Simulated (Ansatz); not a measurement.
The same path of Cl2GaH6NSi (11 atoms, charge 0, multiplicity 1) was run twice with different band settings. Lost on the way: Ga1–H2, N5–H11. Made: H2–H11.

Method: RKS PBE/def2-SVP (Ansatz).

Relaxed end points:

```xyz
11
Properties=species:S:1:pos:R:3
Ga 0.013 -0.127 0.039
H -0.376 1.234 0.717
Cl 2.126 -0.474 -0.497
Cl -1.398 -1.039 -1.395
N -0.212 -1.647 1.509
H -0.886 -2.265 1.025
Si 1.288 -2.560 2.040
H 1.785 -3.335 0.868
H 2.253 -1.558 2.581
H 0.851 -3.493 3.137
H -0.717 -1.246 2.315
```

```xyz
11
Properties=species:S:1:pos:R:3
Ga 0.220 -0.848 -0.260
H -0.969 1.044 1.752
Cl 1.944 0.428 -0.386
Cl -1.438 -0.486 -1.586
N 0.148 -2.272 0.882
H -0.733 -2.794 0.818
Si 1.356 -2.856 2.022
H 1.723 -4.291 1.741
H 2.565 -1.982 1.869
H 0.858 -2.786 3.444
H -0.947 0.332 2.042
```

Common settings: spring 5.0 eV/Å²; optimiser quadratic models (default); start path through a guess of the saddle point; force threshold 0.05 eV/Å; iteration limit 60; end points relaxed.

| run | movable images | climbing image |
| --- | --- | --- |
| 1 | 7 | yes |
| 2 | 1 | no |

Q: What does each run give, and how far can it be trusted?

A: Run 1: converged after 27 iterations, highest image 1.676 eV above the first end. A vibrational analysis at the climbing image gives one clearly imaginary mode, 1112i cm⁻¹: a first-order saddle point.
Run 2: converged after 15 iterations, highest image 0.913 eV above the first end. The highest image is an end point: on this band no image between the ends rises above it. So few images can step over the top or miss a turn of the path.
The orbitals stay closed-shell, which can raise the energy where a bond breaks towards radicals; this wasn't checked here.
